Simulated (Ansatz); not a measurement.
Born–Oppenheimer molecular dynamics of AlH₅O₃Si (10 atoms, charge 0, multiplicity 1). It starts from a relaxed structure.

These are results of RHF/STO-3G (Ansatz 0.2.0), not measurements.

* ensemble: NVT, Nosé–Hoover chain
* time step: 0.5 fs
* steps asked: 100
* set temperature: 1000 K
* thermostat: time constant 100 fs, chain length 3 (defaults)
* seed: 139604

First frame:

```xyz
10
Properties=species:S:1:pos:R:3
Al 0.071 -0.385 -0.221
O 0.056 -0.281 1.448
H -0.802 -0.592 1.817
O 1.472 0.040 -1.022
H 2.154 0.308 -0.364
O -1.221 -0.884 -1.088
Si -2.780 -1.263 -0.763
H -2.882 -2.084 0.399
H -3.552 -0.088 -0.522
H -3.347 -1.965 -1.864
```

Problem. How far do the bonds stretch over the last three quarters of this one trajectory? (Pairs bonded in most of those frames.)

Solution. 
```json
{"bond": "Al1–O2", "mean (Å)": "1.697", "spread (Å)": "0.049", "shortest": "1.63", "longest": "1.77"}
{"bond": "Al1–O4", "mean (Å)": "1.687", "spread (Å)": "0.048", "shortest": "1.63", "longest": "1.76"}
{"bond": "Al1–O6", "mean (Å)": "1.656", "spread (Å)": "0.067", "shortest": "1.54", "longest": "1.74"}
{"bond": "O2–H3", "mean (Å)": "0.989", "spread (Å)": "0.023", "shortest": "0.95", "longest": "1.02"}
{"bond": "O4–H5", "mean (Å)": "0.987", "spread (Å)": "0.019", "shortest": "0.96", "longest": "1.02"}
{"bond": "O6–Si7", "mean (Å)": "1.668", "spread (Å)": "0.036", "shortest": "1.57", "longest": "1.71"}
{"bond": "Si7–H8", "mean (Å)": "1.428", "spread (Å)": "0.033", "shortest": "1.38", "longest": "1.48"}
{"bond": "Si7–H9", "mean (Å)": "1.438", "spread (Å)": "0.045", "shortest": "1.37", "longest": "1.50"}
{"bond": "Si7–H10", "mean (Å)": "1.426", "spread (Å)": "0.005", "shortest": "1.42", "longest": "1.44"}
```

Mean temperature of the second half: 497 K. The conserved energy stayed within 0.43 meV per atom of its start (net change 0.27 meV per atom), so the integration is sound. The mean temperature of the second half is 50 % below the set value. A run of 0.05 ps of so small a system gives no equilibrium averages. Limits of this set-up: minimal basis.

The run took 31 s on 1 thread of AMD EPYC 9R45 96-Core Processor (Zen 5), with other jobs on the host, peak memory 0.1 GiB.
